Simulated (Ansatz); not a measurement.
CH8BGeN can be A, `B[N](C)[GeH3]`, or B, `[BH2][GeH]([CH3])[NH2]`.

Isolated molecules relaxed with PBE0-D4/def2-TZVP in Ansatz; ΔE leaves out vibrations. CBS: MP2 limit from def2 TZ/QZ plus the TZ coupled-cluster correction, frozen cores. Functionals use def2-TZVPP. B3LYP here is the variant with VWN-RPA as its local correlation; programs differ in this. For Ge outer-core shells are correlated without core-valence functions, which leaves a few kJ/mol of doubt a bond. Scalar relativity is left out up to krypton. Each species was taken in one conformer, which may not be the lowest.

(1) Which is lower in electronic energy at CCSD(T)/CBS, and by how much? (Estimate.)

(2) Give E(B) − E(A) in kJ/mol with MP2/def2-TZVPP, B3LYP, B3LYP-D4, PBE0-D4, LDA (SPW92), HF/def2-TZVPP, r2SCAN-D4. (Estimate.)

(3) Does the order hold for the free energy at 298.15 K (harmonic terms from PBE0-D4)? (An estimate is asked.)

Largest T1 diagnostic: 0.013.

## Answers

(1) Ansatz gave: A, by 97.3 kJ/mol.

(2) The calculation gave: MP2/def2-TZVPP 101.8, B3LYP 104.6, B3LYP-D4 107.5, PBE0-D4 101.1, LDA (SPW92) 125.7, HF/def2-TZVPP 99.3, r2SCAN-D4 102.0. None reverses the order clearly.

(3) Computed: Yes: G(B) − G(A) = +94.5 kJ/mol, for one conformer each.

Leaving LDA and LC-ωPBE aside and taking each functional with its dispersion term where it has one, the values, not all of them listed here, spread over 11.2 kJ/mol, from PBE-QIDH to CAM-B3LYP-D4. LDA lies +23.8 kJ/mol from PBE without D4. At CCSD(T), def2-SVP lies +42.4 kJ/mol from the extrapolated value and def2-TZVPP +3.9 kJ/mol.
